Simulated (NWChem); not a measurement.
Program: NWChem. System: CH3OS, charge 0, spin multiplicity 2, at a geometry optimised with UPBE0/def2-SVP. The structure started from a generated list of species. Its SCF solution wasn't tested for a lower state. Level: ROCCSD(T)/def2-SVP, 7 core orbitals frozen.

NWChem printed:

```
             Northwest Computational Chemistry Package (NWChem) 7.3.0
             --------------------------------------------------------

                                NWChem Input Module
                                -------------------

 Scaling coordinates for geometry "geometry" by  1.889725989
 (inverse scale =  0.529177249)

 Turning off AUTOSYM since
 SYMMETRY directive was detected!

                             Geometry "geometry" -> ""
                             -------------------------

 Output coordinates in angstroms (scale by  1.889725989 to convert to a.u.)

  No.       Tag          Charge          X              Y              Z
 ---- ---------------- ---------- -------------- -------------- --------------
    1 C                    6.0000     0.31175400    -1.39136200     0.00000000
    2 S                   16.0000    -0.50963500     0.21933700     0.00000000
    3 O                    8.0000     0.60880200     1.24681600     0.00000000
    4 H                    1.0000     0.93809500    -1.48164600    -0.89942800
    5 H                    1.0000    -0.46296600    -2.17245400     0.00000000
    6 H                    1.0000     0.93809500    -1.48164600     0.89942800

 Effective nuclear repulsion energy (a.u.)     106.4863176301

            Nuclear Dipole moment (a.u.)
            ----------------------------
        X                 Y               Z
 ---------------- ---------------- ----------------
     0.0000075589     0.0000037795     0.0000000000

      Symmetry information
      --------------------

 Group name             Cs
 Group number              2
 Group order               2
 No. of unique centers     5

      Symmetry unique atoms

     1    2    3    4    5


 Summary of "ao basis" -> "" (spherical)
 ------------------------------------------------------------------------------
       Tag                 Description            Shells   Functions and Types
 ---------------- ------------------------------  ------  ---------------------
 *                          def2-svp                  on all atoms

 Summary of "ao basis" -> "ao basis" (spherical)
 ------------------------------------------------------------------------------
       Tag                 Description            Shells   Functions and Types
 ---------------- ------------------------------  ------  ---------------------
 C                          def2-svp                 6       14   3s2p1d
 S                          def2-svp                 8       18   4s3p1d
[...]
          Calculation type : Coupled-cluster singles & doubles w/ perturbation
   Perturbative correction : (T)
            Max iterations :      100
        Residual threshold : 0.10D-05
     T(0) DIIS level shift : 0.00D+00
     L(0) DIIS level shift : 0.00D+00
     T(1) DIIS level shift : 0.00D+00
     L(1) DIIS level shift : 0.00D+00
     T(R) DIIS level shift : 0.00D+00
     T(I) DIIS level shift : 0.00D+00
   CC-T/L Amplitude update :  5-th order DIIS
                I/O scheme : Global Array Library
        L-threshold :  0.10D-05
        EOM-threshold :  0.10D-05
 no EOMCCSD initial starts read in
 TCE RESTART OPTIONS
 SLICE:      F
 D4D5:       F
 quantumc:   F
 qrotation:  F
 pwtce:      F
 qducc:      F
 nacto:                         0
 nrotv:                         0
 nrot:                          0

            Memory Information
            ------------------
          Available GA space size is     249029358 doubles
          Available MA space size is     104854324 doubles

 Maximum block size supplied by input
 Maximum block size        24 doubles

 tile_dim =     15

 -------------------------------------------------
   1    alpha     a'     7 doubles       0       1
   2    alpha     a"     2 doubles       7       2
   3    alpha     a"     1 doubles       9       3
   4    beta      a'     7 doubles      10       4
   5    beta      a"     2 doubles      17       5
   6    alpha     a'    14 doubles      19       6
   7    alpha     a'    15 doubles      33       7
   8    alpha     a"    15 doubles      48       8
   9    beta      a'    14 doubles      63       9
  10    beta      a'    15 doubles      77      10
  11    beta      a"     1 doubles      92      11
  12    beta      a"    15 doubles      93      12

 Global array virtual files algorithm will be used

 Parallel file system coherency ......... OK

 4-electron integrals stored in orbital form

 v2    file size   =          1040773
 4-index algorithm nr.  13 is used
 imaxsize =       30
 imaxsize ichop =        0


CCSD iterations
 ---------------------------------------------------------
 Iter          Residuum       Correlation     Cpu    Wall
 ---------------------------------------------------------
    1   0.1920709900474  -0.4601268953398     0.5     0.5
    2   0.0521478370665  -0.4702428002292     0.5     0.5
    3   0.0208256803487  -0.4830170570626     0.5     0.5
    4   0.0119850518452  -0.4836185570500     0.5     0.5
    5   0.0084937065652  -0.4851679278588     0.5     0.5
    6   0.0044336503371  -0.4858225571408     0.5     0.5
    7   0.0017617197968  -0.4857588994427     0.5     0.5
    8   0.0016373904837  -0.4857497809357     0.5     0.5
    9   0.0008889113335  -0.4858382236900     0.5     0.5
   10   0.0009094510216  -0.4858450652239     0.5     0.5
   11   0.0001203051694  -0.4859362286295     0.5     0.5
   12   0.0000549794923  -0.4859236028800     0.5     0.5
   13   0.0000268118474  -0.4859301406236     0.5     0.5
   14   0.0000191906922  -0.4859286377213     0.5     0.5
   15   0.0000118378981  -0.4859297828377     0.5     0.5
   16   0.0000061352842  -0.4859302128973     0.5     0.5
   17   0.0000032015455  -0.4859299007949     0.5     0.5
   18   0.0000025142438  -0.4859298731391     0.5     0.5
   19   0.0000020786311  -0.4859299544482     0.6     0.6
   20   0.0000019887890  -0.4859299227921     0.7     0.7
   21   0.0000002880060  -0.4859300164200     0.6     0.6
 -----------------------------------------------------------------
 Iterations converged
 CCSD correlation energy / hartree =        -0.485930016420032
 CCSD total energy / hartree       =      -512.210757162931145

 Singles contributions
    17a"  (beta ) ---    15a"  (beta )        0.1616135010

 Doubles contributions
 CCSD(T)
 Using plain CCSD(T) code
             total no. of tasks          366
 total no. of tasks / no. procs          366
                         wl_min            8           1.4
                         wl_max      1157625          10.2
        thresh for no. of tasks          366

 CCSD[T]  correction energy / hartree =        -0.016153198950342
 CCSD[T] correlation energy / hartree =        -0.502083215370374
 CCSD[T] total energy / hartree       =      -512.226910361881437
 CCSD(T)  correction energy / hartree =        -0.014948471768329
 CCSD(T) correlation energy / hartree =        -0.500878488188360
 CCSD(T) total energy / hartree       =      -512.225705634699466

 Task  times  cpu:       23.8s     wall:       23.8s

 Total times  cpu:       23.8s     wall:       23.8s
```

Question: Write an NWChem input that would produce this output.

Answer: This is not unique; one that fits is 
```
start mol
memory heap 100 mb stack 700 mb global 1900 mb
geometry units angstroms nocenter noautoz
  C      0.311754    -1.391362     0.000000
  S     -0.509635     0.219337     0.000000
  O      0.608802     1.246816     0.000000
  H      0.938095    -1.481646    -0.899428
  H     -0.462966    -2.172454     0.000000
  H      0.938095    -1.481646     0.899428
  symmetry group Cs
end
basis spherical
  * library def2-svp
end
scf
  rohf
  nopen 1
  maxiter 100
  thresh 1e-7
  semidirect memsize 60000000 filesize 0
  # guess.movecs holds the orbitals of an unrestricted PBE0 run
  vectors input guess.movecs output mol.movecs
end
tce
  freeze core 7
  ccsd(t)
  2eorb
  2emet 13
  thresh 1e-6
  maxiter 100
  tilesize 24
end
task tce energy
```
